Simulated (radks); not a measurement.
Task: Species: F I. Configuration: [He] 2s2 2p5. Method: non-relativistic Kohn-Sham, PBE, spin-polarised, spherical densities, point nucleus; open shells are filled with parallel spins first; computed with a radial shooting solver on a logarithmic mesh with Libxc functionals. Some entries of the table are withheld. Estimate them.

orbital,occ.,eigenvalue (eV),<1/r> (bohr^-1)
1s up,1,(1),8.611
1s down,1,(2),8.617
2s up,1,-30.5910,(3)
2s down,1,-28.8874,(4)
2p up,3,-11.8637,1.284
2p down,2,-10.2351,1.255

Result: 
(1) 1s up eigenvalue (eV): -662.8873
(2) 1s down eigenvalue (eV): -662.1783
(3) 2s up <1/r> (bohr^-1): 1.464
(4) 2s down <1/r> (bohr^-1): 1.448
